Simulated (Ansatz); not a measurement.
Isolated molecules relaxed with PBE0-D4/def2-TZVP in Ansatz; ΔE leaves out vibrations. CCSD(T)/CBS is the MP2 limit (def2-TZVPP, def2-QZVPP) plus CCSD(T) − MP2 in def2-TZVPP, frozen cores. This one scheme is used for every species. DFT in def2-TZVPP. B3LYP here is the variant with VWN-RPA as its local correlation; programs differ in this. Each species was taken in one conformer, which may not be the lowest.

Reaction (formal exchange of groups at a B–B bond): `BB(C)OC` + `COCS` → `COB(C)S` + `BCOC`

```json
{"level": "PBE-D4", "ΔE (kJ/mol)": "-135.3", "difference from CCSD(T)/CBS": "5.9"}
{"level": "r2SCAN-D4", "ΔE (kJ/mol)": "-143.3", "difference from CCSD(T)/CBS": "-2.1"}
{"level": "PBE0-D4", "ΔE (kJ/mol)": "-139.9", "difference from CCSD(T)/CBS": "1.3"}
{"level": "B3LYP-D4", "ΔE (kJ/mol)": "-138.6", "difference from CCSD(T)/CBS": "2.6"}
{"level": "ωB97X-V", "ΔE (kJ/mol)": "-139.1", "difference from CCSD(T)/CBS": "2.1"}
{"level": "ωB97M-V", "ΔE (kJ/mol)": "-144.1", "difference from CCSD(T)/CBS": "-2.9"}
{"level": "B2PLYP", "ΔE (kJ/mol)": "-141.9", "difference from CCSD(T)/CBS": "-0.7"}
{"level": "PBE", "ΔE (kJ/mol)": "-134.9", "difference from CCSD(T)/CBS": "6.3"}
{"level": "r2SCAN", "ΔE (kJ/mol)": "-143.3", "difference from CCSD(T)/CBS": "-2.1"}
{"level": "PBE0", "ΔE (kJ/mol)": "-139.7", "difference from CCSD(T)/CBS": "1.5"}
{"level": "B3LYP", "ΔE (kJ/mol)": "-138.0", "difference from CCSD(T)/CBS": "3.2"}
{"level": "HF/def2-TZVPP", "ΔE (kJ/mol)": "-143.8", "difference from CCSD(T)/CBS": "-2.6"}
{"level": "MP2/def2-TZVPP", "ΔE (kJ/mol)": "-148.6", "difference from CCSD(T)/CBS": "-7.4"}
{"level": "SCS-MP2/def2-TZVPP", "ΔE (kJ/mol)": "-143.8", "difference from CCSD(T)/CBS": "-2.6"}
{"level": "CCSD/def2-TZVPP", "ΔE (kJ/mol)": "-141.5", "difference from CCSD(T)/CBS": "-0.3"}
{"level": "CCSD(T)/def2-TZVPP", "ΔE (kJ/mol)": "-141.3", "difference from CCSD(T)/CBS": "-0.1"}
{"level": "HF/def2-QZVPP", "ΔE (kJ/mol)": "-143.3", "difference from CCSD(T)/CBS": "-2.1"}
{"level": "MP2/def2-QZVPP", "ΔE (kJ/mol)": "-148.3", "difference from CCSD(T)/CBS": "-7.1"}
{"level": "SCS-MP2/def2-QZVPP", "ΔE (kJ/mol)": "-143.6", "difference from CCSD(T)/CBS": "-2.4"}
{"level": "HF/CBS(def2)", "ΔE (kJ/mol)": "-143.2", "difference from CCSD(T)/CBS": "-2.0"}
{"level": "MP2/CBS(def2)", "ΔE (kJ/mol)": "-148.5", "difference from CCSD(T)/CBS": "-7.3"}
{"level": "CCSD/CBS(def2)", "ΔE (kJ/mol)": "-141.4", "difference from CCSD(T)/CBS": "-0.2"}
{"level": "CCSD(T)/CBS", "ΔE (kJ/mol)": "-141.2", "difference from CCSD(T)/CBS": "0"}
```

Largest T1 diagnostic among the species: 0.013.

From PBE to PBE0 (25 % exact exchange), in def2-TZVPP and without D4, ΔE moves by −4.7 kJ/mol.
